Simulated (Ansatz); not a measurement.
The first iterations of a band of Cl4H4NOTa (11 atoms, charge 0, multiplicity 1).

Method: Ansatz 0.2.0, RKS PBE/def2-SVP.

```yaml
movable_images: 7
climbing_image: yes
spring: 5.0 eV/Å²
optimiser: quadratic models (default)
start_path: through a guess of the saddle point
force_threshold: 0.03 eV/Å
iteration_limit: 60
end_points: relaxed
```

Image 0:

```xyz
11
Properties=species:S:1:pos:R:3
Ta 0.108 0.014 0.193
O 1.856 -0.754 0.356
H 2.321 -1.177 1.099
Cl -0.028 -0.326 2.566
Cl 0.661 0.931 -1.905
Cl -1.815 1.404 0.404
Cl -1.032 -1.867 -0.526
N 1.172 2.012 0.898
H 1.281 2.017 1.923
H 0.598 2.829 0.648
H 2.102 2.137 0.473
```

Image 8:

```xyz
11
Properties=species:S:1:pos:R:3
Ta -0.069 0.553 0.365
O 2.156 -0.232 0.406
H 2.042 -1.167 0.113
Cl 0.125 0.041 2.683
Cl 0.469 1.172 -1.830
Cl -2.331 0.997 0.341
Cl -0.247 -1.787 -0.238
N 0.703 2.318 0.881
H 0.861 2.630 1.846
H 1.097 2.991 0.213
H 2.420 -0.297 1.348
```

| iteration | highest image above the first end (eV) | largest band force component (eV/Å) |
| --- | --- | --- |
| 1 | 5.624 | 17.033 |
| 2 | 2.805 | 3.700 |
| 3 | 1.741 | 3.976 |
| 4 | 1.538 | 1.350 |
| 5 | 1.460 | 1.185 |
| 6 | 1.340 | 0.884 |
| 7 | 1.238 | 1.267 |

Question: Does the band converge within its limit, and where does its top end?

Answer: The forces met the threshold. It ended after 22 iterations with the highest image 1.168 eV above the first end. A vibrational analysis at the climbing image gives one clearly imaginary mode, 831i cm⁻¹: a first-order saddle point. The orbitals stay closed-shell, which can raise the energy where a bond breaks towards radicals; this wasn't checked here.

The run took 3.7 min on 4 threads of Intel(R) Xeon(R) 6975P-C (Granite Rapids), on a shared host, peak memory 0.28 GiB.
